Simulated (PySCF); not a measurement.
Species: C₄H₁₀OSi.
Bonds: O1–Si2, Si2–C3, C3–C4, C4–C5, C5–C6, Si2–C6. Hydrogens: H7 on O1; H8 on Si2; H9, H10 on C3; H11, H12 on C4; H13, H14 on C5; H15, H16 on C6.

The same species was optimised twice, with GFN2-xTB and with PBE0-D3(BJ)/def2-SVP (PySCF), and the same property calculations (PySCF, gas phase) were run on both structures.

```
   coordinate  GFN2-xTB  PBE0-D3(BJ)/def2-SVP  change
   O1–Si2 (Å)     1.631                 1.673  +0.042
   Si2–C3 (Å)     1.909                 1.895  -0.014
   Si2–C6 (Å)     1.907                 1.896  -0.011
    C5–C6 (Å)     1.530                 1.537  +0.007
    C4–C5 (Å)     1.528                 1.533  +0.005
    C3–C4 (Å)     1.533                 1.537  +0.004
C3–Si2–C6 (°)      93.2                  95.1    +1.9
Si2–C3–C4 (°)     105.1                 103.9    -1.2
O1–Si2–C6 (°)     115.6                 114.7    -0.9
Si2–C6–C5 (°)     104.6                 103.9    -0.7
 C4–C5–C6 (°)     108.1                 108.7    +0.6
 C3–C4–C5 (°)     108.0                 108.6    +0.6
O1–Si2–C3 (°)     116.0                 115.6    -0.4
```

Rotational constants: A = 4878, B = 2283, C = 1840 MHz (GFN2-xTB) against A = 4753, B = 2296, C = 1849 MHz (PBE0-D3(BJ)/def2-SVP). Point groups within 0.08 Å: C1 and C1.

On the GFN2-xTB structure: lowest singlet, TDDFT (eV) 6.41 [B3LYP/def2-SVPD]; lowest triplet, Tamm–Dancoff (eV) 6.26 [B3LYP/def2-SVPD]; isotropic polarisability (au) 74.0 [B3LYP/def2-SVPD]; HOMO (eV) -7.41 [B3LYP/def2-SVPD]; LUMO (eV) -0.03 [B3LYP/def2-SVPD]; dipole (D) 1.67 [B3LYP/def2-SVPD]; HOMO (eV) -7.61 [PBE0/pcSseg-1]; LUMO (eV) 0.98 [PBE0/pcSseg-1]; dipole (D) 1.66 [PBE0/pcSseg-1]; GIAO shielding of O1 (ppm) 305.3 [PBE0/pcSseg-1]; GIAO shielding of Si2 (ppm) 332.0 [PBE0/pcSseg-1]; GIAO shielding of C3/C6 (mean) (ppm) 170.2 [PBE0/pcSseg-1]; GIAO shielding of C4/C5 (mean) (ppm) 156.7 [PBE0/pcSseg-1].

What do these properties become on the PBE0-D3(BJ)/def2-SVP structure?

```tsv
property	level	on GFN2-xTB	on PBE0-D3(BJ)/def2-SVP	change
lowest singlet, TDDFT (eV)	B3LYP/def2-SVPD	6.41	6.45	+0.04
lowest triplet, Tamm–Dancoff (eV)	B3LYP/def2-SVPD	6.26	6.28	+0.02
isotropic polarisability (au)	B3LYP/def2-SVPD	74.0	75.3	+1.3
HOMO (eV)	B3LYP/def2-SVPD	-7.41	-7.47	-0.06
LUMO (eV)	B3LYP/def2-SVPD	-0.03	-0.05	-0.02
dipole (D)	B3LYP/def2-SVPD	1.67	1.87	+0.20
energy, GFN2-xTB geometry as zero (kcal/mol)	B3LYP/def2-SVPD	0.0	-2.3	-2.3
HOMO (eV)	PBE0/pcSseg-1	-7.61	-7.67	-0.06
LUMO (eV)	PBE0/pcSseg-1	0.98	0.91	-0.07
dipole (D)	PBE0/pcSseg-1	1.66	1.85	+0.19
energy, GFN2-xTB geometry as zero (kcal/mol)	PBE0/pcSseg-1	0.0	-1.7	-1.7
GIAO shielding of O1 (ppm)	PBE0/pcSseg-1	305.3	300.2	-5.1
GIAO shielding of Si2 (ppm)	PBE0/pcSseg-1	332.0	326.2	-5.8
GIAO shielding of C3/C6 (mean) (ppm)	PBE0/pcSseg-1	170.2	168.7	-1.5
GIAO shielding of C4/C5 (mean) (ppm)	PBE0/pcSseg-1	156.7	155.7	-1.0
```

The heavy atoms differ by 0.028 Å rms after alignment. Among bonds between heavy atoms O1–Si2 changes most (+0.042 Å). Changes are differences of the printed values. Neither structure is proved a minimum here.
